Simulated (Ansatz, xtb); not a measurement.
Relative energy of two isomers of C3H5GeNS

Structure a is `[GeH3][c]1cscn1`, a singlet and structure b is `[GeH3][c]1cncs1`, a singlet. Both are isolated molecules in the gas phase, relaxed with PBE0-D3(BJ)/def2-SVP.

Task: Estimate which is lower in electronic energy at CCSD(T)/def2-SVP + ΔMP2/def2-TZVPP, and by roughly how much.

Result: The CCSD(T)/def2-SVP + ΔMP2/def2-TZVPP calculation puts structure b lower, by 2.1 kcal/mol.

How the difference moves with the method:

```csv
level,geometry,E(b) − E(a) (kcal/mol),departure from the last row (kcal/mol),"job, with rough time for the two"
GFN2-xTB,GFN2-xTB,+0.3,+2.5,"optimisation, 0.68 s"
HF/STO-3G,GFN2-xTB,−1.2,+0.9,"single point, 2.2 s"
r2SCAN-D4/def2-SVP,GFN2-xTB,−2.7,−0.6,"single point, 13 s"
PBE0-D3(BJ)/def2-SVP,PBE0-D3(BJ)/def2-SVP,−2.1,0.0,"optimisation, 3.4 min"
HF/def2-SVP,PBE0-D3(BJ)/def2-SVP,−2.4,−0.3,part of the CCSD(T) run
MP2/def2-SVP,PBE0-D3(BJ)/def2-SVP,−2.1,0.0,part of the CCSD(T) run
CCSD(T)/def2-SVP,PBE0-D3(BJ)/def2-SVP,−2.0,+0.1,single point
CCSD(T)/def2-SVP + ΔMP2/def2-TZVPP,PBE0-D3(BJ)/def2-SVP,−2.1,,"single point, 3.5 min"
```

As drawn, both hold the same kinds of bond in the same numbers.

GFN2-xTB finds them nearly level. The largest departure from CCSD(T)/def2-SVP + ΔMP2/def2-TZVPP is that of GFN2-xTB, 2.5 kcal/mol. The last row adds to CCSD(T) the change of the MP2 difference between the two basis sets, here −0.1 kcal/mol.

With thermal terms from frequencies at re-optimised GFN2-xTB minima (ideal gas, soft modes damped towards free rotors, one conformer each, 298.15 K, 1 atm): on the last row, ΔE + ΔZPE = −1.9, ΔH = −1.9, ΔG = −1.8 kcal/mol.

The correlated steps freeze 18 core orbitals; the filled d shell of Ge is correlated, in a basis made for valence electrons. Codes used: Ansatz 0.2.0, xtb 6.7.1; the last row on 2 threads of AMD EPYC (Zen 3) on a shared host.
